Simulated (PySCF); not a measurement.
C₄H₁₀In, charge +1, singlet, at a GFN2-xTB geometry (such geometries of metal compounds can be far from the true shape) (all electrons, no relativity); WB97X/STO-3G (PySCF).

The PySCF input:
```python
from pyscf import gto, scf, dft

mol = gto.Mole()
mol.atom = '''
    In   -0.003253   -0.001182   -0.000751
    C    -0.263887   -0.732016    2.273175
    C     0.228287   -2.140315    2.446342
    H    -1.336307   -0.619041    2.439331
    H     0.315432    0.006277    2.829724
    H     1.293092   -2.232905    2.222331
    H    -0.335907   -2.849668    1.837183
    H     0.090579   -2.429502    3.492010
    C     0.255068    0.728812   -2.275210
    C    -0.202452    2.149700   -2.440380
    H    -0.348205    0.007101   -2.828067
    H     1.322624    0.588786   -2.451708
    H     0.385553    2.842714   -1.834948
    H    -1.262356    2.269060   -2.206016
    H    -0.067194    2.437997   -3.486614
'''
mol.basis = 'sto-3g'
mol.charge = 1
mol.spin = 0
mol.verbose = 4
mol.build()

mf = dft.RKS(mol)
mf.xc = 'wb97x'
mf.grids.atom_grid = (99, 590)
mf.grids.prune = None
mf.kernel()
```

Question: What does PySCF print? Leave out banner, timings and long lists.

Answer: 
```
PySCF version 2.14.0

[INPUT] verbose = 4
[INPUT] num. atoms = 15
[INPUT] num. electrons = 82
[INPUT] charge = 1
[INPUT] spin (= nelec alpha-beta = 2S) = 0
[INPUT] symmetry False subgroup None
[INPUT] Mole.unit = angstrom
[INPUT] Symbol           X                Y                Z      unit          X                Y                Z       unit  Magmom
[INPUT]  1 In    -0.003253000000  -0.001182000000  -0.000751000000 AA   -0.006147279083  -0.002233656279  -0.001419184320 Bohr   0.0
[INPUT]  2 C     -0.263887000000  -0.732016000000   2.273175000000 AA   -0.498674157833  -1.383309758800   4.295678183208 Bohr   0.0
[INPUT]  3 C      0.228287000000  -2.140315000000   2.446342000000 AA    0.431399907799  -4.044609170298   4.622916387021 Bohr   0.0
[INPUT]  4 H     -1.336307000000  -0.619041000000   2.439331000000 AA   -2.525254248339  -1.169817949877   4.609667517161 Bohr   0.0
[INPUT]  5 H      0.315432000000   0.006277000000   2.829724000000 AA    0.596080090924   0.011861810884   5.347403368109 Bohr   0.0
[INPUT]  6 H      1.293092000000  -2.232905000000   2.222331000000 AA    2.443589733866  -4.219578912172   4.199596948131 Bohr   0.0
[INPUT]  7 H     -0.335907000000  -2.849668000000   1.837183000000 AA   -0.634772233324  -5.385092065937   3.471772710707 Bohr   0.0
[INPUT]  8 H      0.090579000000  -2.429502000000   3.492010000000 AA    0.171169502637  -4.591093399083   6.598942524242 Bohr   0.0
[INPUT]  9 C      0.255068000000   0.728812000000  -2.275210000000 AA    0.482008663141   1.377255076297  -4.299523775872 Bohr   0.0
[INPUT] 10 C     -0.202452000000   2.149700000000  -2.440380000000 AA   -0.382578833370   4.062344249978  -4.611649839866 Bohr   0.0
[INPUT] 11 H     -0.348205000000   0.007101000000  -2.828067000000 AA   -0.658012085204   0.013418945211  -5.344272091920 Bohr   0.0
[INPUT] 12 H      1.322624000000   0.588786000000  -2.451708000000 AA    2.499397125777   1.112644285978  -4.633056657405 Bohr   0.0
[INPUT] 13 H      0.385553000000   2.842714000000  -1.834948000000 AA    0.728589576504   5.371950910467  -3.467549172818 Bohr   0.0
[INPUT] 14 H     -1.262356000000   2.269060000000  -2.206016000000 AA   -2.385507111701   4.287901960206  -4.168766066409 Bohr   0.0
[INPUT] 15 H     -0.067194000000   2.437997000000  -3.486614000000 AA   -0.126978257214   4.607146622511  -6.588745562074 Bohr   0.0

nuclear repulsion = 404.557418730689
number of shells = 33
number of NR pGTOs = 171
number of NR cGTOs = 57
basis = sto-3g
ecp = {}

******** <class 'pyscf.dft.rks.RKS'> ********
method = RKS
initial guess = minao
damping factor = 0
level_shift factor = 0
DIIS = <class 'pyscf.scf.diis.CDIIS'>
diis_start_cycle = 1
diis_space = 8
diis_damp = 0
SCF conv_tol = 1e-09
SCF conv_tol_grad = None
SCF max_cycles = 50
direct_scf = True
direct_scf_tol = 1e-13
XC library pyscf.dft.libxc version 7.1.2
    S. Lehtola, C. Steigemann, M. J. T. Oliveira, and M. A. L. Marques,  SoftwareX 7, 1–5 (2018)
XC functionals = wb97x
    J.-D. Chai and M. Head-Gordon,  J. Chem. Phys. 128, 084106 (2008)
radial grids:
    Treutler-Ahlrichs [JCP 102, 346 (1995); DOI:10.1063/1.469408] (M4) radial grids

becke partition: Becke, JCP 88, 2547 (1988); DOI:10.1063/1.454033
pruning grids: None
grids dens level: 3
symmetrized grids: False
atomic radii adjust function: <function treutler_atomic_radii_adjust>
User specified grid scheme (99, 590)
small_rho_cutoff = 0
Set gradient conv threshold to 3.16228e-05
Initial guess from minao.
tot grids = 876152
init E= -5826.55728358492
  HOMO = -0.454827152145264  LUMO = -0.296498952100967  gap/eV = 4.30833
cycle= 1 E= -5841.26852937026  delta_E= -14.7  |g|= 0.359  |ddm|= 4.33
  HOMO = -0.427086341459814  LUMO = -0.0546389680805494  gap/eV = 10.13481
cycle= 2 E= -5841.3482206492  delta_E= -0.0797  |g|= 0.106  |ddm|= 1.02
  HOMO = -0.435967261800552  LUMO = -0.0629559524500131  gap/eV = 10.15015
cycle= 3 E= -5841.3523376513  delta_E= -0.00412  |g|= 0.0379  |ddm|= 0.206
  HOMO = -0.449806896655113  LUMO = -0.0689886617093325  gap/eV = 10.36259
cycle= 4 E= -5841.35305473087  delta_E= -0.000717  |g|= 0.0099  |ddm|= 0.0784
  HOMO = -0.450075982296044  LUMO = -0.0695747159207463  gap/eV = 10.35397
cycle= 5 E= -5841.35312825313  delta_E= -7.35e-05  |g|= 0.00139  |ddm|= 0.032
  HOMO = -0.450071412594943  LUMO = -0.069489526665614  gap/eV = 10.35616
cycle= 6 E= -5841.35312957667  delta_E= -1.32e-06  |g|= 0.000439  |ddm|= 0.00386
  HOMO = -0.450070419399856  LUMO = -0.0694521792459045  gap/eV = 10.35715
cycle= 7 E= -5841.35312972524  delta_E= -1.49e-07  |g|= 8.65e-05  |ddm|= 0.00132
  HOMO = -0.450070175200474  LUMO = -0.0694478344441897  gap/eV = 10.35726
cycle= 8 E= -5841.35312973771  delta_E= -1.25e-08  |g|= 1.89e-05  |ddm|= 0.000445
  HOMO = -0.450068341394565  LUMO = -0.0694490428509241  gap/eV = 10.35718
cycle= 9 E= -5841.35312973847  delta_E= -7.54e-10  |g|= 4.37e-06  |ddm|= 0.000115
  HOMO = -0.450068663142076  LUMO = -0.0694489000287488  gap/eV = 10.35719
Extra cycle  E= -5841.35312973847  delta_E=    0  |g|= 2.13e-06  |ddm|= 1.55e-05
converged SCF energy = -5841.35312973847
```
